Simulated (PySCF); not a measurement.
Tm(SH)3: from a saddle point downhill

PySCF 2.14.0, RKS PBE0, Tm lcecp-1-SVP with ECP58, S def2-SVP, H def2-SVP; non-relativistic Hamiltonian with scalar-relativistic core potentials where named; density fitting; no spin-orbit coupling. Relaxed within the symmetry of its start, the geometry (C3v) is

```xyz
7

Tm    0.0000    0.0000   -0.2769
S     2.4474    0.0000    0.4325
H     2.1600    0.0000    1.7544
S    -1.2237    2.1195    0.4325
H    -1.0800    1.8706    1.7544
S    -1.2237   -2.1195    0.4325
H    -1.0800   -1.8706    1.7544
```

and its lowest harmonic modes are -280, -214, -214, 59, 89, 89 cm⁻¹ (negative: unstable). It was moved along the lowest mode and relaxed again, within the group C3 that the move left.

Problem. Where does it end, and how much lower?

Solution. In C3, nearly planar, 0.438 eV lower, after 22 steps:
```xyz
7

Tm    0.0000    0.0000    0.8554
S     2.5065   -0.4276    0.8783
H     2.8213    0.8897    0.9311
S    -0.8830    2.3845    0.8783
H    -2.1812    1.9984    0.9311
S    -1.6236   -1.9569    0.8783
H    -0.6401   -2.8882    0.9311
```

Problem. How do the contacts change?

Solution. 
| contact | saddle (Å) | end (Å) |
| --- | --- | --- |
| Tm1–S2 (SH) | 2.548 | 2.543 |
| Tm1–S4 (SH) | 2.548 | 2.543 |
| Tm1–S6 (SH) | 2.548 | 2.543 |


Problem. Is the end a minimum?

Solution. Yes, as far as the noise of the softest modes lets one tell (those above −25 cm⁻¹ count as noise); lowest modes 30, 60, 60, 162, 194, 194 cm⁻¹.

An lcecp potential fixes the number of 4f electrons, so in runs with it no electron can move into or out of that shell.

State: singlet in the valence, with the 4f electrons in the core potential.
